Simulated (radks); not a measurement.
Trend from Ni to Pt: ionisation energy by Delta-SCF between NIST ground configurations, and size. Calculated with a radial shooting solver on a logarithmic mesh with Libxc functionals: scalar-relativistic Kohn-Sham, LDA (Slater exchange, Perdew-Wang correlation), spin-polarised, spherical densities, finite nucleus; open shells are filled with parallel spins first (spin-orbit coupling, left out, can overturn this in heavy ions); Fermi nuclear charge, rms radius of each element as measured or else 0.836 A^(1/3) + 0.57 fm.

species      configuration  IE (eV)  NIST (eV)  kind  r at 0.001 e/bohr^3 (bohr)
Ni            [Ar] 3d8 4s2    7.271      7.640  exp.                        4.30
Pd               [Kr] 4d10    9.237      8.337  exp.                        4.08
Pt       [Xe] 4f14 5d9 6s1    9.799      8.959  exp.                        4.34

Reference values: NIST Atomic Spectra Database (exp. = measured, semi-emp. = semi-empirical, theory = theoretical value adopted there). Open shells are spherical and high-spin; term and fine-structure splittings are not resolved. Spin-orbit splitting is averaged out at the scalar-relativistic level.
